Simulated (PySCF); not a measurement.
Au (SMILES [Au+]), charge +1, singlet (core potentials on Au). Base run: BLYP/def2-SV(P) (PySCF).

PySCF was given this input:
```python
from pyscf import gto, scf, dft

mol = gto.Mole()
mol.atom = '''
    Au    0.00000000    0.00000000    0.00000000
'''
mol.basis = 'def2-sv(p)'
mol.ecp = {'Au': 'def2-sv(p)'}
mol.charge = 1
mol.verbose = 3
mol.build()

mf = dft.RKS(mol)
mf.xc = 'blyp'
mf.kernel()
mf.analyze()
```

Each row names what was changed in the base input (with any setting that the change needs).

```csv
change,ΔE vs base (µEh),grid points,electrons on the grid,outcome
base,0.0,24312,18.00000,converged
small_rho_cutoff = 0,0.0,24312,18.00000,converged
grids.becke_scheme = stratmann,0.0,24312,18.00000,converged
grids.prune = off,0.0,43400,18.00000,converged
grids.level = 1,2.1,8936,18.00000,converged
grids.level = 7,0.1,99344,18.00000,converged
"grids.atom_grid = (75, 302)",1.1,13872,18.00000,converged
grids.prune = dft.gen_grid.sg1_prune,-,-,-,stopped with an error
grids.level = 0,0.1,3264,18.00000,converged
"grids.atom_grid = (150, 974)",0.1,75544,18.00000,converged
grids.level = 4,0.1,35032,18.00000,converged
```

- grids.prune = dft.gen_grid.sg1_prune: ended with `IndexError: index 79 is out of bounds for axis 0 with size 19`
